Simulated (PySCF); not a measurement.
**`InChI=1S/C6H7OSe/c1-8-6-2-4-7-5-3-6/h2-5H,1H3/q+1`, charge +1**

Geometry (Å), atoms numbered from 1 in this order:
```xyz
15

C     2.7143    0.2341   -0.1429
Se    1.6169   -1.3340   -0.4139
C    -0.0711   -0.6527   -0.1358
C    -1.1786   -1.5365   -0.2499
C    -2.4375   -1.0586   -0.0488
O    -2.6660    0.2156    0.2527
C    -1.6615    1.0712    0.3682
C    -0.3619    0.6974    0.1872
H     3.7454   -0.1136   -0.2940
H     2.6090    0.6090    0.8836
H     2.4823    1.0043   -0.8900
H    -1.0496   -2.5929   -0.4953
H    -3.3543   -1.6474   -0.1113
H    -1.9952    2.0802    0.6183
H     0.4149    1.4538    0.2975
```

Total charge +1.

Theory: quadratic response CAM-B3LYP/aug-cc-pVDZ first hyperpolarisability, Taylor convention, gas phase (PySCF 2.14.0). Geometry: PBE0-D3(BJ)/def2-SVP.

The calculation is non-relativistic, which matters for the atoms heavier than Zn.

Problem. Give the tensor of the static β(0;0,0) in the axes of these coordinates.

Solution. In au, Taylor convention; rows are the first index (the induced dipole):
```
       xx      yy     zz      xy      xz     yz
x  +705.9   -54.4  -27.3  -226.0  -109.0  +15.7
y  -226.0  +103.0  +28.2   -54.4   +15.7  +14.4
z  -109.0   +14.4  +27.0   +15.7   -27.3  +28.2
```
Norm of βᵢ = ⅓ Σⱼ (βᵢⱼⱼ + βⱼᵢⱼ + βⱼⱼᵢ): 634.9 au, hyper-Rayleigh value 314.2 au.
